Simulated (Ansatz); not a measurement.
`[SiH]N([SiH3])[SiH3]` + H–F → `F[SiH]` + `[SiH3]N[SiH3]` at 400 K and 1 bar (ligand exchange at the Si–N bond).

Calculated with Ansatz (gas phase, PBE0-D4/def2-TZVP geometries, no zero-point term in ΔE). CCSD(T)/CBS is extrapolated from def2-TZVPP and def2-QZVPP, frozen cores.

| species | CCSD(T)/CBS energy (Eh) | H − E (kJ/mol) | S (J/(mol·K)) |
| --- | --- | --- | --- |
| `[SiH]N([SiH3])[SiH3]` | -926.15025 | 204.2 | 387.8 |
| H–F | -100.39431 | 36.5 | 182.2 |
| `F[SiH]` | -389.46051 | 36.4 | 250.8 |
| `[SiH3]N[SiH3]` | -637.09813 | 203.4 | 366.7 |

H − E and S are ideal-gas, rigid-rotor, harmonic terms from PBE0-D4/def2-TZVP. 1 Eh = 2625.50 kJ/mol, R = 8.31446 J/(mol·K).

Problem. By hand: ΔE, ΔH, ΔS and ΔG.

Solution. ΔE = (-389.46051) + (-637.09813) − (-926.15025) − (-100.39431) = -0.01408 Eh = -37.0 kJ/mol. Δ(H − E) = 36.4 + 203.4 − 204.2 − 36.5 = -0.9, so ΔH = -37.9 kJ/mol. ΔS = 250.8 + 366.7 − 387.8 − 182.2 = 47.5 J/(mol·K). ΔG = -37.9 − 400 × (47.5)/1000 = -56.9 kJ/mol.

Problem. By hand: the equilibrium constant, and the temperature at which ΔG would vanish if ΔH and ΔS stayed fixed.

Solution. log₁₀ K = −ΔG/(RT ln 10) = 7.4. ΔH and −TΔS have one sign here, so there is no such temperature.

TΔS isn't small against ΔH here. A doubt of 5 kJ/mol in ΔE shifts log₁₀ K by 0.7 here. Modes under 60 cm⁻¹, often nearly free rotors, make the harmonic entropy too high. These are equilibria of isolated gas molecules and say nothing of rates. Largest T1 diagnostic: 0.015 (customary marks: 0.02 for closed shells, 0.045 for open ones).
